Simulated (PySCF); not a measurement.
**How methods differ on the ionisation energy of Kr²⁺**

Kr²⁺ [Ar] 3d10 4s2 4p4 (3P) → Kr³⁺ [Ar] 3d10 4s2 4p3 (4S), as a difference of total energies. Calculation: PySCF 2.14, in aug-cc-pwCVDZ-PP with ECP10MDF (6s5p4d1f, 48 functions); scalar relativity through the core potential. Correlated levels: valence: 3s2 3p6 3d10 frozen; valence and next inner shell: nothing frozen outside the core potential. The calculations carry no spin-orbit coupling.

```json
{"method": "UHF", "ionisation energy (eV)": "34.260", "difference from reference (eV)": "-1.578"}
{"method": "LDA", "ionisation energy (eV)": "35.684", "difference from reference (eV)": "-0.154"}
{"method": "PBE", "ionisation energy (eV)": "35.391", "difference from reference (eV)": "-0.447"}
{"method": "PBE0", "ionisation energy (eV)": "35.425", "difference from reference (eV)": "-0.413"}
{"method": "r2SCAN", "ionisation energy (eV)": "35.513", "difference from reference (eV)": "-0.325"}
{"method": "M06-2X", "ionisation energy (eV)": "35.200", "difference from reference (eV)": "-0.638"}
{"method": "M06", "ionisation energy (eV)": "35.333", "difference from reference (eV)": "-0.505"}
{"method": "wB97X-V", "ionisation energy (eV)": "35.561", "difference from reference (eV)": "-0.277"}
{"method": "PBEsol", "ionisation energy (eV)": "35.361", "difference from reference (eV)": "-0.477"}
{"method": "MP2 (valence)", "ionisation energy (eV)": "34.717", "difference from reference (eV)": "-1.121"}
{"method": "SCS-MP2 (valence)", "ionisation energy (eV)": "34.743", "difference from reference (eV)": "-1.095"}
{"method": "MP2 (valence and next inner shell)", "ionisation energy (eV)": "34.828", "difference from reference (eV)": "-1.010"}
{"method": "SCS-MP2 (valence and next inner shell)", "ionisation energy (eV)": "34.817", "difference from reference (eV)": "-1.021"}
```

Reference: 35.838 ± 0.02 eV (measured; NIST Atomic Spectra Database, ionization energies).

The reference lies between the lowest fine-structure levels, while these numbers refer to the centres of the terms.

Errors of the correlated levels include the incompleteness of this basis and the frozen core.
